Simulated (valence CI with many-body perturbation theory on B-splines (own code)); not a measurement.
## Questions on Kr14+

Computed by valence CI with perturbative core correlation (CI+MBPT): four valence electrons over a frozen Dirac-Fock core [Ar], radial functions for each j: 9 s, 9 p, 10 d, 8 f, 5 g, 3 h, 1 i, with the one-electron correlation potential Σ1, the two-electron term Σ2, the three-electron term Σ3, Breit, model QED; selected CI, second order for the rest (own B-spline code, finite nucleus).

No measured levels were compared; by estimate terms of the open shell hold to 2 to 4 % of their energy, and close levels can change places. Core correlation moves these levels by up to 7600 cm⁻¹, and in measured spectra 5 to 20 % of such shifts remained as error; rates that hang on mixing are uncertain with them. Only levels of the ground parity were solved; by the run's estimate the other parity begins above the list, which can be wrong where configurations are misplaced.

Rates and lifetimes use the calculated energies. Strong lines usually hold to 10 to 20 %, long lifetimes can be off by a factor of two.

What is the ground level?

3d⁴ ⁵D_0, composition 94 % 3d⁴ ⁵D + 6 % 3d⁴ ³P.

How is the term ⁵D of the ground level split?

J = 0 at 0.000, J = 1 at 0.301, J = 2 at 0.743, J = 3 at 1.244, J = 4 at 1.767 eV.

What is the ionisation energy?

491.27 eV; NIST lists 492 ± 5 eV (theoretical).

How well does LS coupling describe the low levels?

Among the lowest 20 levels the leading LS term, summed over configurations, holds 84 % on average. For single configurations the figures are 84 % in LS and 58 % in jj coupling. Terms mix most in the J = 3 level at 9.404 eV, where the leading one holds 54 %.
